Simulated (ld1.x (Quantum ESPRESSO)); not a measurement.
# Building the TM potential for Li (revPBE, non-relativistic).

ld1.x (Quantum ESPRESSO) 7.5 input, shortened:

```
&input
   title='Li', zed=3., rel=0, dft='REVPBE', iswitch=3,
   config='[He] 2s1 2p0'
 /
 &inputp
   pseudotype=2, tm=.true., lloc=1,
   nlcc=.false.
 /
2
1S  1  0   2.00   0.00  0.45  0.45  0.0
2P  2  1   0.00   0.00  4.20  4.20  0.0
 &test
   configts(1)='1s2 2s1 2p0'
 /
```

Occupied shells without a wave of their own: 2s. They enter only through the test configuration that unscreens the potential.

All-electron outer shells of the reference configuration (revPBE, non-relativistic, ld1.x):

```
shell  level (eV)  outermost node (bohr)  outermost maximum (bohr)
   1s      -51.95                      –                      0.36
   2s       -2.88                   0.83                      3.16
   2p       -1.10                      –                      3.81
```

Task: Does the generator finish with these settings?

Result: Yes, a potential is produced.

Task: Estimate the cutoffs (Ry, on a coarse ladder) from which the occupation-weighted sum of valence levels, in a spherical-Bessel basis at the reference potential, stays within 10 and 1 mRy of its value at 400 Ry.

Result: 300 Ry and over 300 Ry.

Task: Does the potential have ghost states?

Result: No extra level below or beside the all-electron valence levels (s, p, d, f tested).

Task: Which valence shell sets the plane-wave cutoff?

Result: 1s: its level needs over 300 Ry to come within 1 mRy, against 200 Ry for 2s.

Task: Tests: 1s2 2s0 2p0; 1s2 2s0.5 2p0; 1s2 2s0 2p1; 1s1 2s1 2p0. Which has the largest error in its energy relative to the reference configuration, and how large is it?

Result: 1s1 2s1 2p0, with -441 meV (all-electron minus pseudo) on +68.54 eV.
